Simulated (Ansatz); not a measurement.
`BBCBI` + HBr → `BBBr` + `CBI`  (ligand exchange at a B–C bond)

Isolated molecules relaxed with PBE0-D4/def2-TZVP in Ansatz; ΔE leaves out vibrations. CCSD(T)/CBS is the MP2 limit (def2-TZVPP, def2-QZVPP) plus CCSD(T) − MP2 in def2-TZVPP, frozen cores. DFT in def2-TZVPP. def2 core potentials past Kr. For Br, I outer-core shells are correlated without core-valence functions, which leaves a few kJ/mol of doubt a bond. Scalar relativity is left out up to krypton. Each species was taken in one conformer, which may not be the lowest.

CCSD(T)/CBS gives -16.9 kcal/mol.

Another level gave -17.3 kcal/mol. Which?
A. revPBE/def2-TZVPP
B. LDA (SPW92)/def2-TZVPP
C. HF/def2-TZVPP
D. BLYP-D4/def2-TZVPP

A. revPBE -17.3, BLYP-D4 -16.2, HF/def2-TZVPP -19.6, LDA (SPW92) -14.4 kcal/mol.

Largest T1 diagnostic among the species: 0.012.

In def2-TZVPP, CCSD(T) changes the Hartree–Fock value by +2.9 kcal/mol (the triples alone add +0.2 kcal/mol) and MP2 by +2.4 kcal/mol. Leaving LDA and LC-ωPBE aside and taking each functional with its dispersion term where it has one, the values, not all of them listed here, spread over 2.0 kcal/mol, from B2PLYP to revPBE-D4. LDA lies +2.3 kcal/mol from PBE without D4. The D4 term adds +1.1 kcal/mol with B3LYP and +0.7 kcal/mol with PBE0; it sums over pairs of atoms, weighted by their polarisabilities, and B3LYP, whose exchange is more repulsive, gets the larger term.

B3LYP here is the variant with VWN-RPA as its local correlation; programs differ in this.
